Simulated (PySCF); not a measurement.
Potential energy of TlH along the bond

Set-up: PySCF, scalar-relativistic core potentials, basis sets Tl def2-TZVPP with ECP60, H def2-TZVPP. Energies in eV from Tl + H in their ground configurations at the same level. State: ¹Σ⁺ (singlet), closed shell.

Curves on a restricted Hartree–Fock reference rise too fast on stretching and do not dissociate correctly.

| R (Å) | RHF-CCSD | BLYP |
| --- | --- | --- |
| 1.637 |  | -2.178 |
| 1.713 | -2.368 | -2.390 |
| 1.789 | -2.475 | -2.519 |
| 1.846 | -2.514 | -2.575 |
| 1.903 | -2.524 | -2.602 |
| 1.960 | -2.512 | -2.606 |
| 2.036 | -2.467 | -2.582 |
| 2.131 | -2.377 | -2.518 |
| 2.245 | -2.235 | -2.406 |
| 2.398 |  | -2.220 |

Task: Put a parabola through the three lowest points of the RHF-CCSD curve and estimate Re, k and ωe (reduced mass 1.003 u; 1 eV/Å² = 0.16022 mdyn/Å; ωe = 1302.8·√(k/μ) cm⁻¹).

Result: Through R = 1.846, 1.903, 1.96 Å the second-order coefficient is 3.39 eV/Å², so Re ≈ 1.900 Å, k ≈ 1.08 mdyn/Å and ωe ≈ 1355 cm⁻¹. A polynomial fit of higher order to the unrounded RHF-CCSD energies gives Re = 1.899 Å, k = 1.14 mdyn/Å, ωe = 1389 cm⁻¹; anharmonicity and rounding make the difference.

The higher-order fit for each curve: RHF-CCSD: Re = 1.899 Å, ωe = 1389 cm⁻¹, De = 2.52 eV; BLYP: Re = 1.942 Å, ωe = 1291 cm⁻¹, De = 2.61 eV.

Correlated steps freeze 4 core orbitals. These are scalar-relativistic numbers at best; spin–orbit coupling would shift them, the dissociation energy most. Where the molecule has an RHF reference, its open-shell atoms are computed with UHF.
